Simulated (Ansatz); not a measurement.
Born–Oppenheimer molecular dynamics of C2H5BOS (10 atoms, charge 0, multiplicity 1). It starts at the highest image of a converged band. Of that band: Neighbouring images differ by up to 2.7 eV, so the band resolves the path poorly. A vibrational analysis at the climbing image gives one clearly imaginary mode, 259i cm⁻¹: a first-order saddle point.

All numbers below come from RKS BHLYP/def2-SVP in Ansatz 0.2.0.

| Quantity | Value |
| --- | --- |
| ensemble | NVE (velocity Verlet) |
| time step | 0.5 fs |
| steps asked | 200 |
| starting velocities drawn for | 100 K |
| seed | 10866 |

First frame:

```xyz
10
Properties=species:S:1:pos:R:3
O -0.560 1.463 1.374
C -0.240 0.385 0.304
B 0.104 -1.000 0.343
C 0.270 -0.968 -1.272
S -0.168 0.845 -1.403
H -0.534 2.341 0.976
H 0.132 1.422 2.042
H 0.250 -1.875 1.147
H -0.451 -1.550 -1.851
H 1.281 -1.114 -1.657
```

(1) How far do the bonds stretch over the last three quarters of this one trajectory? (Pairs bonded in most of those frames.)

Answers

(1) 
```
  bond  mean (Å)  spread (Å)  shortest  longest
 O1–C2     1.531       0.029      1.48     1.57
 O1–H6     0.965       0.006      0.96     0.98
 O1–H7     0.965       0.007      0.95     0.98
 C2–B3     1.432       0.006      1.42     1.44
 C2–S5     1.779       0.022      1.73     1.81
 B3–C4     1.622       0.016      1.60     1.65
 B3–H8     1.198       0.014      1.18     1.22
 C4–S5     1.865       0.009      1.85     1.88
 C4–H9     1.092       0.003      1.09     1.10
C4–H10     1.092       0.002      1.09     1.10
```

Mean temperature of the second half: 126 K. The conserved energy stayed within 0.032 meV per atom of its start (net change 0.011 meV per atom), so the integration is sound. A run of 0.1 ps of so small a system gives no equilibrium averages. The orbitals stay closed-shell, which can raise the energy where a bond breaks towards radicals; this wasn't checked here.

Run time: 6 min on 2 threads of AMD EPYC 9R14 (Zen 4), with other jobs on the host, peak memory 0.22 GiB.
